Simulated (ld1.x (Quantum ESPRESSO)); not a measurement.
**lithium: TM pseudisation with Wu–Cohen, non-relativistic reference atom.**

lithium, norm-conserving Troullier–Martins (Kleinman–Bylander form), made with ld1.x (Quantum ESPRESSO) 7.5 (Wu–Cohen, non-relativistic). Core none, reference 1s2 2s1 2p0. Waves: 1s (bound): rc 0.70 bohr; 3d channel at 0.05 Ry: rc 3.45 bohr; 2p (bound, empty): rc 4.20 bohr. Local part: the p channel. Core correction: none.

Occupied shells without a wave of their own: 2s. They enter only through the test configuration that unscreens the potential.

What the tests gave:

| Item | Value |
| --- | --- |
| Cutoffs needed | 160 Ry and over 300 Ry (the cutoffs (Ry, on a coarse ladder) from which the occupation-weighted sum of valence levels, in a spherical-Bessel basis at the reference potential, stays within 10 and 1 mRy of its value at 400 Ry) |
| Ghost test | no extra level below or beside the all-electron valence levels (s, d, p, f tested) (spherical-Bessel basis up to 400 Ry, 20 bohr box) |
| Largest excitation error | -288 meV (all-electron minus pseudo) for 1s2 2s0 2p0, out of 4 test configurations |

Generation and tests took about 0.61 s on one core of a shared server CPU.
